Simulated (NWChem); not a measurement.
The numbers come from NWChem runs, not from measurements. System: CH4Be, charge 0, spin multiplicity 1, at a geometry optimised with B3LYP/def2-SVP. The structure started from a generated list of species. Level: real-time TD-B3LYP/6-31G* (spherical d), VWN1-RPA local correlation.

Output (cleaned and shortened):

```
             Northwest Computational Chemistry Package (NWChem) 7.3.0
             --------------------------------------------------------

                                NWChem Input Module
                                -------------------

 Scaling coordinates for geometry "system" by  1.889725989
 (inverse scale =  0.529177249)

                              Geometry "system" -> ""
                              -----------------------

 Output coordinates in angstroms (scale by  1.889725989 to convert to a.u.)

  No.       Tag          Charge          X              Y              Z
 ---- ---------------- ---------- -------------- -------------- --------------
    1 Be                   4.0000     1.00269500     0.38220800     0.00000000
    2 H                    1.0000     2.24682200     0.85640400     0.00000000
    3 C                    6.0000    -0.56414100    -0.21502700     0.00000000
    4 H                    1.0000    -0.77535100    -0.84304400     0.88607200
    5 H                    1.0000    -0.77535100    -0.84304400    -0.88607200
    6 H                    1.0000    -1.32205400     0.59101000     0.00000000

 Effective nuclear repulsion energy (a.u.)      22.8885254618

            Nuclear Dipole moment (a.u.)
            ----------------------------
        X                 Y               Z
 ---------------- ---------------- ----------------
    -0.0000000000    -0.0000075589     0.0000000000


 Summary of "ao basis" -> "" (spherical)
 ------------------------------------------------------------------------------
       Tag                 Description            Shells   Functions and Types
 ---------------- ------------------------------  ------  ---------------------
 *                           6-31g*                   on all atoms

                                 NWChem DFT Module
                                 -----------------

 Summary of "ao basis" -> "ao basis" (spherical)
 ------------------------------------------------------------------------------
       Tag                 Description            Shells   Functions and Types
 ---------------- ------------------------------  ------  ---------------------
 Be                          6-31g*                  6       14   3s2p1d
 H                           6-31g*                  2        2   2s
 C                           6-31g*                  6       14   3s2p1d

 Summary of "ao basis" -> "ao basis" (spherical)
[...]
         5        2.00       -3.81673302E-01
         6        2.00       -3.29794494E-01
         7        2.00       -2.91795065E-01
         8        0.00       -7.91155775E-04
         9        0.00       -7.89928183E-04
        10        0.00        6.89919088E-02
        11        0.00        1.65687996E-01
        12        0.00        1.66012030E-01
        13        0.00        1.66013991E-01
        14        0.00        2.28890477E-01
        15        0.00        3.34591206E-01
        16        0.00        3.34592844E-01
        17        0.00        4.17277040E-01
        18        0.00        4.64661396E-01
        19        0.00        6.05620408E-01
        20        0.00        6.05622873E-01
        21        0.00        6.22748991E-01
        22        0.00        8.25486838E-01
        23        0.00        8.25492587E-01
        24        0.00        9.16252906E-01
        25        0.00        9.16256949E-01
        26        0.00        9.71641423E-01
        27        0.00        1.00975165E+00
        28        0.00        1.00977124E+00
        29        0.00        1.02276267E+00
        30        0.00        1.27650563E+00
        31        0.00        1.64181632E+00
        32        0.00        1.85789004E+00
        33        0.00        1.85791186E+00
        34        0.00        2.27049308E+00
        35        0.00        2.27049817E+00
        36        0.00        2.36464319E+00

  int2e_file: Failed to allocate cache ... halving

kick      0.00000        ### Propagation started ###
kick      0.00000        ### Checks passed ###
kick      0.00000   0.000000000000E+000   1.000000000000E-004   0.000000000000E+000     # Applied E-field [system] (alpha spin)
kick      0.00000   0.000000000000E+000   1.000000000000E-004   0.000000000000E+000     # Applied E-field [system] (beta spin)
kick      0.00000   2.288852546184E+001     # Enuc
kick      0.00000  -1.181755481108E+002     # Ecore
kick      0.00000   4.983731313681E+001     # Ecoul
kick      0.00000  -9.799955065103E+000     # Exc(1)
kick      0.00000   0.000000000000E+000     # Exc(2)
kick      0.00000  -5.524966457725E+001     # Etot
kick      0.00000   0.000000000000E+000     # Eadded
kick      0.00000  -2.322338552840E-001  -8.852696298808E-002  -3.986280060382E-010     # Dipole moment [system]
kick      0.00000        ### Saved restart file ###
kick      0.00000   1.945035910111E-009     # Magnus interpol (matrix 1 of 1)
kick      0.00000                     2     # Magnus total interpolations
kick      0.20000   0.000000000000E+000   0.000000000000E+000   0.000000000000E+000     # Applied E-field [system] (alpha spin)
kick      0.20000   0.000000000000E+000   0.000000000000E+000   0.000000000000E+000     # Applied E-field [system] (beta spin)
kick      0.20000   2.288852546184E+001     # Enuc
kick      0.20000  -1.181755478358E+002     # Ecore
kick      0.20000   4.983731283607E+001     # Ecoul
kick      0.20000  -9.799955038860E+000     # Exc(1)
kick      0.20000   0.000000000000E+000     # Exc(2)
kick      0.20000  -5.524966457674E+001     # Etot
kick      0.20000   5.144897841092E-010     # Eadded
kick      0.20000  -2.322337959157E-001  -8.851658048133E-002  -3.901196683406E-010     # Dipole moment [system]
kick      0.20000   1.943070815358E-009     # Magnus interpol (matrix 1 of 1)
kick      0.20000                     2     # Magnus total interpolations
kick      0.40000   0.000000000000E+000   0.000000000000E+000   0.000000000000E+000     # Applied E-field [system] (alpha spin)
kick      0.40000   0.000000000000E+000   0.000000000000E+000   0.000000000000E+000     # Applied E-field [system] (beta spin)
kick      0.40000   2.288852546184E+001     # Enuc
...
kick     27.80000   4.983730936447E+001     # Ecoul
kick     27.80000  -9.799954744841E+000     # Exc(1)
kick     27.80000   0.000000000000E+000     # Exc(2)
kick     27.80000  -5.524966457675E+001     # Etot
kick     27.80000   5.014157977712E-010     # Eadded
kick     27.80000  -2.322435424153E-001  -8.849249705301E-002   4.954097505491E-011     # Dipole moment [system]
kick     27.80000        ### Saved restart file ###
kick     27.80000   2.070343896321E-012     # Magnus interpol (matrix 1 of 1)
kick     27.80000                     2     # Magnus total interpolations
kick     28.00000   0.000000000000E+000   0.000000000000E+000   0.000000000000E+000     # Applied E-field [system] (alpha spin)
kick     28.00000   0.000000000000E+000   0.000000000000E+000   0.000000000000E+000     # Applied E-field [system] (beta spin)
kick     28.00000   2.2888525
```

Question: Write an NWChem input that would produce this output.

Answer: This is not unique; one that fits is 
```
start mol
memory heap 200 mb stack 900 mb global 1100 mb
geometry "system" units angstroms nocenter noautoz noautosym
  Be     1.002695     0.382208     0.000000
  H      2.246822     0.856404     0.000000
  C     -0.564141    -0.215027     0.000000
  H     -0.775351    -0.843044     0.886072
  H     -0.775351    -0.843044    -0.886072
  H     -1.322054     0.591010     0.000000
end
set geometry "system"
basis spherical
  * library 6-31g*
end
dft
  xc b3lyp
  semidirect memsize 60000000 filesize 0
  iterations 100
  convergence energy 1e-10 density 1e-9 gradient 1e-8
  tolerances tight
end
task dft energy
rt_tddft
  tmax 150.0
  dt 0.2
  tag "kick"
  print dipole
  field "kick"
    type delta
    polarization y
    max 0.0001
  end
  excite "system" with "kick"
end
task dft rt_tddft
```
